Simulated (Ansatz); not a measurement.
Ansatz (an electronic-structure program) job for BiI3, SMILES [I][Bi]([I])[I], PBE/def2-SVPD. Coordinates come from a B3LYP-D3(BJ)/def2-SVP optimisation. The isomer is the one that the SMILES or the coordinates give; other isomers of the formula were not compared. The def2 effective core potentials stand for the cores of Bi, I; spin–orbit coupling is left out.

Ansatz 0.2 input:
```yaml
crystal:
  periodic: [false, false, false]
  atoms:
    - {symbol: Bi, position_ang: [0.00000000, -0.00000000, 0.86122109]}
    - {symbol: I, position_ang: [2.18873397, 1.26366615, -0.44956824]}
    - {symbol: I, position_ang: [-2.18873397, 1.26366614, -0.44956824]}
    - {symbol: I, position_ang: [0.00000000, -2.52733229, -0.44956824]}
basis:
  gaussian:
    orbitals: def2-SVPD
hamiltonian:
  xc: {name: PBE}
```

Output:

```
WARN ansatz: RAYON_NUM_THREADS=1 ignored (pool sized by the plan → 1); use --threads N
Functional definition: PBE
integrals: 0.10 GiB planned
1471 factors; their error is unknown
mean field: 0.50 GiB planned
mean field evaluation 1: about -30145.0620 eV, gradient 2.0e1 eV
mean field evaluation 2: about -30132.8809 eV, gradient 6.1e1 eV
mean field evaluation 4: about -30146.8030 eV, gradient 2.4e0 eV
mean field evaluation 8: about -30146.8065 eV, gradient 2.8e-2 eV
mean field -30146.80652081 eV, -1107.8747054003 hartree, gradient 4.2e-5 eV, S^2 0.000000; 0 other end points of the search recorded, 0 dependent functions left out
reference -30146.80658976 eV, -1107.8747079342 hartree; 49, 49 occupied and 88, 88 virtual orbitals, 1471 factors
Total energy: -30146.80658976 eV, -1107.8747079342 hartree
```

Self-consistency was reached.
